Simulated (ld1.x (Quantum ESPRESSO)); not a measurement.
Before and after: TM semilocal potential for vanadium

* Element: V
* Generator: ld1.x (Quantum ESPRESSO) 7.5
* Type: norm-conserving Troullier–Martins (semilocal form)
* Functional: Wu–Cohen
* Relativity: scalar-relativistic
* Frozen core: [Ar]
* Valence charge: 5
* Reference configuration: 3d4 4s1 4p0
* Partial waves: 4s (bound): rc 2.10 bohr; 4p (bound, empty): rc 3.75 bohr; 3d (bound): rc 1.40 bohr
* Local potential: the d channel
* Core correction: Bessel-smoothed model core inside 1.40 bohr

Change: form changed from semilocal to separable (Kleinman–Bylander), still TM; local potential the s channel.

Cutoffs: the cutoffs (Ry, on a coarse ladder) from which the occupation-weighted sum of valence levels, in a spherical-Bessel basis at the reference potential, stays within 10 and 1 mRy of its value at 400 Ry; they do not see the model core or the augmentation charge, which bear on the density cutoff. Errors are all-electron minus pseudo energies relative to the spin-unpolarised reference configuration.

**Question.** How do hardness, ghosts and transferability respond?

**Answer.** The potential gets neither clearly harder nor softer (100 Ry and 110 Ry → 100 Ry and 110 Ry); the number of tests with a reliable result goes from 7 to 4; of the 4 tests that both files solve, the error grows in 3 and shrinks in 0 by more than 15 % and 0.3 meV (median size 92.9 → 202.2 meV); the range in which the d phases agree narrows (upper end 2.7 → 0.3); neither file shows a bound ghost. In the semilocal form every listed channel keeps its own potential, so the choice of the local channel does not act on these tests. It acts once the file is put into the separable form. A semilocal file is local in each channel, so a ghost entry of none says nothing of the separable form that plane-wave codes build from it.

| quantity | base | changed |
| --- | --- | --- |
| cutoff, loose | 100 Ry | 100 Ry |
| cutoff, tight | 110 Ry | 110 Ry |
| bound ghosts | none | none |
| tests with a reliable result | 7 of 7 | 4 of 7 |
| error for 3d3 4s1 4p0, meV [ΔE 7.18 eV] | -78 | -169 |
| error for 3d3 4s0 4p0, meV [ΔE 21.33 eV] | -108 | -236 |
| error for 3d4 4s0 4p0, meV [ΔE 6.55 eV] | -22 | -24 |
| error for 3d3 4s0 4p2, meV [ΔE 6.33 eV] | -146 | -267 |
| s: phases at 4.04 bohr within 0.05 rad from the reference energy up to (Ry; the scan ends near 5) | 0.9 | 0.9 |
| p: phases at 4.04 bohr within 0.05 rad from the reference energy up to (Ry; the scan ends near 5) | 1.3 | 1.8 |
| d: phases at 4.04 bohr within 0.05 rad from the reference energy up to (Ry; the scan ends near 5) | 2.7 | 0.3 |
